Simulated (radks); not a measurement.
All-electron atom: Cu+ in [Ar] 3d9 6f1 (not the ground configuration). Calculated with a radial shooting solver on a logarithmic mesh with Libxc functionals: non-relativistic Kohn-Sham, PBE, spin-unpolarised, spherical densities, point nucleus.

X-ray form factor f0, the Fourier transform of the density (f0(0) = 28):

sin(theta)/lambda (1/angstrom)  f0 (electrons)
0.05                                    26.769
0.1                                     25.913
0.15                                    24.663
0.2                                     23.149
0.25                                    21.475
0.3                                     19.756
0.4                                     16.490
0.5                                     13.710
0.6                                     11.515
0.8                                      8.657
1                                        7.139
1.25                                     6.061
1.5                                      5.250
2                                        3.791
